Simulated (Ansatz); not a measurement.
## C7H10O: where a starting geometry ends

The starting geometry of this gas-phase singlet was optimised with GFN2-xTB; its bonds are those of `C=CC(C=C)=C(C)O`.

```yaml
atoms:
  - { symbol: C, position_ang: [-0.3468, 1.5260, -1.6811] }
  - { symbol: C, position_ang: [0.7696, 1.7492, -0.9975] }
  - { symbol: C, position_ang: [1.1861, 1.0385, 0.2057] }
  - { symbol: C, position_ang: [0.6451, -0.2962, 0.4871] }
  - { symbol: C, position_ang: [0.3984, -1.2309, -0.4205] }
  - { symbol: C, position_ang: [2.0608, 1.6134, 1.0638] }
  - { symbol: C, position_ang: [2.6301, 2.9919, 0.9208] }
  - { symbol: O, position_ang: [2.5389, 0.9883, 2.1743] }
  - { symbol: H, position_ang: [-1.0649, 0.7812, -1.3828] }
  - { symbol: H, position_ang: [-0.5869, 2.0960, -2.5620] }
  - { symbol: H, position_ang: [1.4374, 2.5327, -1.3302] }
  - { symbol: H, position_ang: [0.4343, -0.5171, 1.5308] }
  - { symbol: H, position_ang: [-0.0074, -2.1905, -0.1477] }
  - { symbol: H, position_ang: [0.5992, -1.0717, -1.4659] }
  - { symbol: H, position_ang: [3.2629, 3.1914, 1.7812] }
  - { symbol: H, position_ang: [1.8402, 3.7384, 0.8761] }
  - { symbol: H, position_ang: [3.2327, 3.0720, 0.0177] }
  - { symbol: H, position_ang: [2.1837, 0.0924, 2.2335] }
```

Question: Predict what becomes of its bonds when it is optimised with r2SCAN-D4/def2-SVP.

Answer: It keeps its bonds, and is `C=CC(C=C)=C(C)O`.

The energy falls by 0.13 eV over 26 steps:

| step | E − E(last) (eV) |
| --- | --- |
| 1 | 0.134 |
| 4 | 0.021 |
| 7 | 0.015 |
| 9 | 0.013 |
| 12 | 0.011 |
| 15 | 0.004 |
| 18 | 0.001 |
| 20 | 0.001 |
| 23 | 0.000 |
| 26 | 0.000 |

Final geometry (Å):

```xyz
18

C    -0.4129    1.5220   -1.7433
C     0.6607    1.8096   -0.9811
C     1.1690    1.0680    0.1719
C     0.6767   -0.2807    0.5062
C     0.3264   -1.2624   -0.3439
C     2.1175    1.6164    1.0035
C     2.6725    2.9993    0.9737
O     2.6787    0.9047    2.0113
H    -1.0527    0.6565   -1.5541
H    -0.6862    2.1759   -2.5756
H     1.2285    2.7084   -1.2467
H     0.5701   -0.4942    1.5827
H    -0.0463   -2.2198    0.0312
H     0.4055   -1.1417   -1.4280
H     2.6173    3.4237    1.9896
H     2.1351    3.6630    0.2890
H     3.7411    2.9793    0.7000
H     2.4125   -0.0231    1.9170
```

The end wasn't checked by frequencies. Run with Ansatz 0.2.0, 93 s on 2 threads of Intel(R) Xeon(R) Processor @ 2.70GHz, on a shared host.
